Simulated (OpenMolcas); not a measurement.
Computed levels of 4d⁶ in ions with 42 electrons, in cm-1 above ⁵D₄.

```yaml
Program: OpenMolcas 26.06
Method: SS-RASPT2, IPEA 0.25 Eh, imaginary shift 0.1 Eh
Basis: ANO-RCC-VTZP
Scalar_Hamiltonian: DKH2, point nucleus
Spin-orbit_coupling: state interaction with AMFI integrals over the reference wave functions, term energies averaged over their components
```

Active space for each ion: 12 electrons in 8 orbitals (RAS1 4p, at most 2 holes; RAS2 4d); closed shells correlated by CASPT2: 4s.

| Level | Rh3+ | Ag5+ |
| --- | --- | --- |
| ⁵D₃ | 1568 | 2590 |
| ⁵D₂ | 2450 | 3860 |
| ⁵D₁ | 3040 | 4800 |
| ⁵D₀ | 3310 | 5220 |
| ³H₆ | 18110 | 22520 |
| ³P₂(1) | 18430 | 22250 |
| ³H₅ | 18450 | 22880 |
| ³F₃(1) | 20650 | 25620 |
| ³F₂(1) | 21480 | 26800 |

Question: Estimate ⁵D₀, ³H₆, ³P₂(1) for Pd4+ from its neighbours Rh3+ and Ag5+.

Answer: ⁵D₀ is fine structure, which grows about as the fourth power of a screened charge, so the fourth roots are averaged: ((3310^0.25 + 5220^0.25) / 2)^4 = 4184. The calculation gives 4290, so the estimate is off by -2.5 %.
³H₆ is another term, which grows about linearly with the charge: (18110 + 22520) / 2 = 20315. The calculation gives 20010, so the estimate is off by +1.5 %.
³P₂(1) is another term, which grows about linearly with the charge: (18430 + 22250) / 2 = 20340. The calculation gives 20160, so the estimate is off by +0.9 %.

Mixed levels, with the weight of the term that names them: Pd4+ ³F₃(1) (74 %), Ag5+ ³H₅ (74 %), Ag5+ ³F₃(1) (73 %).

Term energies are means over components that CASPT2 splits; among the terms shown or strongly mixed into the levels shown the widest spread is 88 cm-1 (4d⁶ ³H, Rh3+). Active for correlation alone: 4p; no level in the range computed is led by a configuration that opens it, so any true level of that kind is missing. Levels of configurations outside the active space are missing.

A number in round brackets counts repeated terms of one configuration in the order of the reference energies.
